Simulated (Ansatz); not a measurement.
Isolated molecules relaxed with PBE0-D4/def2-TZVP in Ansatz; ΔE leaves out vibrations. CBS: MP2 limit from def2 TZ/QZ plus the TZ coupled-cluster correction, frozen cores. DFT in def2-TZVPP. B3LYP here is the variant with VWN-RPA as its local correlation; programs differ in this. One conformer a species, not always the lowest.

Consider the isomerisation: `CO[B]([AlH2])[SiH3]` → `[BH2][AlH][O][SiH2]C`.

CCSD(T)/CBS gives -234.3 kJ/mol.

Question: Another level gave -222.7 kJ/mol. Which?
A. ωB97M-V/def2-TZVPP
B. CCSD/def2-TZVPP
C. SCS-MP2/def2-TZVPP
D. B3LYP/def2-TZVPP

Answer: D. B3LYP -222.7, CCSD/def2-TZVPP -236.8, ωB97M-V -229.3, SCS-MP2/def2-TZVPP -245.2 kJ/mol.

Largest T1 diagnostic among the species: 0.015.

From PBE to PBE0 (25 % exact exchange), in def2-TZVPP and without D4, ΔE moves by −19.7 kJ/mol. In def2-TZVPP, CCSD(T) changes the Hartree–Fock value by +34.0 kJ/mol (the triples alone add +8.2 kJ/mol) and MP2 by +16.3 kJ/mol.
